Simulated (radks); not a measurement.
Problem. Neutral lutetium: order these configurations by energy. Calculated with a radial shooting solver on a logarithmic mesh with Libxc functionals: Dirac Kohn-Sham, relativistic LDA (MacDonald-Vosko exchange, VWN5 correlation), spin-unpolarised, spherical densities, finite nucleus; Fermi nuclear charge, rms radius of each element as measured or else 0.836 A^(1/3) + 0.57 fm. Sub-shells are occupied by j as written (lower j first in brackets). [Xe] 4f14 5d(3/2: 1, 5/2: 0) 6s1 6p(1/2: 1, 3/2: 0); [Xe] 4f14 5d(3/2: 1, 5/2: 0) 6s2; [Xe] 4f14 5d(3/2: 2, 5/2: 0) 6s1; [Xe] 4f14 6s2 6p(1/2: 1, 3/2: 0).

Solution. From the lowest, in eV above it: [Xe] 4f14 5d(3/2: 1, 5/2: 0) 6s2 0.000; [Xe] 4f14 6s2 6p(1/2: 1, 3/2: 0) 0.989; [Xe] 4f14 5d(3/2: 2, 5/2: 0) 6s1 2.816; [Xe] 4f14 5d(3/2: 1, 5/2: 0) 6s1 6p(1/2: 1, 3/2: 0) 3.195.
